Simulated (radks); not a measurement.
Results of a calculation; reference values are marked as such.
Species: Mn13+. Configuration: [Ne] 3s1 3p(1/2: 1, 3/2: 0) (not the ground configuration).

Code: a radial shooting solver on a logarithmic mesh with Libxc functionals. Model: Dirac Kohn-Sham, relativistic LDA (MacDonald-Vosko exchange, VWN5 correlation), spin-unpolarised, spherical densities, finite nucleus; Fermi nuclear charge, rms radius 3.7057 fm.

Energy parts (eV):
| part | energy |
|---|---|
| total | -29405.588 |
| kinetic | 29756.920 |
| electron-nucleus | -65282.722 |
| Hartree | 7148.666 |
| exchange-correlation | -1028.451 |

Orbitals (lengths in bohr, moments of r in powers of bohr; <r^-3> diverges for s and p1/2):
\begin{tabular}{lrrrr}
orbital & occ. & eigenvalue (eV) & <r^-3> & small-component weight \\ \hline
1s1/2 & 2 & -6788.754 & - & 8.02e-03 \\
2s1/2 & 2 & -1112.783 & - & 1.49e-03 \\
2p1/2 & 2 & -1011.443 & - & 1.47e-03 \\
2p3/2 & 4 & -1000.789 & 417.9 & 1.45e-03 \\
3s1/2 & 1 & -389.3945 & - & 4.71e-04 \\
3p1/2 & 1 & -358.3626 & - & 4.50e-04 \\
3p3/2 & 0 & -356.2016 & 85.05 & 4.46e-04 \\
\end{tabular}

The highest occupied level is 3p1/2 at -358.36 eV. Summed over all electrons, <r^2> = 1.800 bohr^2, which gives a Langevin (diamagnetic) susceptibility term of -1.43 x 10^-6 cm^3/mol.
